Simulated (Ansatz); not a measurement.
Al6Si4⁻. Charge -1, multiplicity 2. Geometry r2SCAN-D4/def2-SVP, that of the neutral singlet; atoms count from 1.

```xyz
10

Al   -0.587   -1.798   -1.181
Al    1.914   -0.918   -0.812
Al   -1.132    2.359   -0.134
Al    1.016   -2.610    0.966
Al    0.925    2.784    1.488
Al    0.134    0.105    0.961
Si   -0.300    0.554   -1.700
Si    1.639    1.485   -0.638
Si   -1.425   -1.984    1.149
Si   -2.186    0.022   -0.098
```

The structure comes from a short search, and lower isomers may exist.

Estimate the Mulliken populations from the PBE0/def2-TZVP orbitals of Ansatz.


| atom | charge (e) | spin (α − β) |
| --- | --- | --- |
| Al1 | -0.01 | -0.03 |
| Al2 | -0.08 | 0.29 |
| Al3 | -0.03 | 0.13 |
| Al4 | -0.12 | 0.11 |
| Al5 | -0.10 | 0.00 |
| Al6 | 0.11 | 0.00 |
| Si7 | -0.14 | 0.07 |
| Si8 | -0.19 | 0.09 |
| Si9 | -0.21 | 0.11 |
| Si10 | -0.23 | 0.24 |
Mulliken values and Mayer orders depend strongly on the basis.

Where does the spin sit?

Summed by element: Al 0.50, Si 0.50, of 1 unpaired in all. Largest on single atoms: Al2 0.29, Si10 0.24, Al3 0.13.

And the Mayer bond orders between bonded heavy atoms (over 0.3)?

Al1–Al2 0.47 (2.68 Å); Al1–Al4 0.40 (2.80 Å); Al1–Si7 0.75 (2.43 Å); Al1–Si9 0.72 (2.48 Å); Al1–Si10 0.46 (2.65 Å); Al2–Al4 0.67 (2.61 Å); Al2–Al6 0.33 (2.71 Å); Al2–Si7 0.33 (2.80 Å); Al2–Si8 0.86 (2.43 Å); Al3–Al5 0.70 (2.65 Å); Al3–Si7 0.56 (2.53 Å); Al3–Si10 0.61 (2.56 Å); Al4–Al6 0.34 (2.86 Å); Al4–Si9 0.75 (2.53 Å); Al5–Al6 0.46 (2.84 Å); Al5–Si8 0.68 (2.59 Å); Al6–Si7 0.35 (2.73 Å); Al6–Si8 0.51 (2.59 Å); Al6–Si9 0.54 (2.61 Å); Al6–Si10 0.48 (2.55 Å); Si7–Si8 0.76 (2.40 Å); Si7–Si10 0.59 (2.53 Å); Si9–Si10 0.74 (2.48 Å).
